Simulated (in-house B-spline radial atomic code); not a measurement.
Configurations of Sc3+, with energies counted from [Ne] 3s2 3p6. Level of theory: Dirac-Hartree-Fock, average of configuration, Fermi nucleus of rms radius 3.5459 fm; calculated with a radial B-spline atomic code at the basis-set limit. Energies include first-order Breit, QED and recoil terms.

Occupations are held fixed; configurations that lie above the ionisation limit could autoionise.

```csv
configuration,E - E(ref) (eV),highest orbital,its <r> (bohr)
[Ne] 3s2 3p5 3d1,32.486,3d5/2,1.34
[Ne] 3s2 3p5 7s1,65.742,7s1/2,12.14
[Ne] 3s2 3p5 7g1,68.045,7g9/2,15.86
[Ne] 3s1 3p6 4p1,74.671,4p3/2,3.025
[Ne] 3s1 3p6 5d1,89.743,5d5/2,6.859
[Ne] 3s1 3p6 7d1,95.387,7d5/2,15.13
[He] 2s2 2p5 3s2 3p6 5d1,438.26,5d5/2,6.721
[He] 2s2 2p5 3s2 3p6 5f1,440.44,5f5/2,7.706
[He] 2s2 2p5 3s2 3p6 6d1,441.95,6d5/2,10.45
[He] 2s2 2p5 3s2 3p6 7s1,442.45,7s1/2,12.02
[He] 2s2 2p5 3s2 3p6 7f1,444.77,7f5/2,16.62
[He] 2s2 2p5 3s2 3p6 7g1,444.82,7g9/2,15.86
```

Question: Order these further configurations by energy, lowest first.
A. [Ne] 3s2 3p5 7f1
B. [Ne] 3s1 3p6 5p1
C. [Ne] 3s1 3p6 6d1
D. [Ne] 3s1 3p6 6p1
E. [Ne] 3s2 3p5 4f1

Answer: E (58.731 eV), A (67.993 eV), B (86.462 eV), D (91.635 eV), C (93.335 eV).

Question: How far above the reference does [He] 2s2 2p5 3s2 3p6 3d1 lie?

Answer: 405.69 eV; its least bound orbital is 3d5/2 with <r> = 1.228 bohr.

Question: How far above the reference does [Ne] 3s2 3p5 5g1 lie?

Answer: 63.779 eV; its least bound orbital is 5g9/2 with <r> = 6.87 bohr.

Question: How far above the reference does [He] 2s2 2p5 3s2 3p6 6g1 lie?

Answer: 443.21 eV; its least bound orbital is 6g9/2 with <r> = 10.99 bohr.

Question: One of these lies 91.71 eV from the reference. Which?
A. [Ne] 3s2 3p5 6d1
B. [Ne] 3s1 3p6 7g1
C. [Ne] 3s2 3p5 7d1
D. [Ne] 3s1 3p6 5f1

Answer: D.
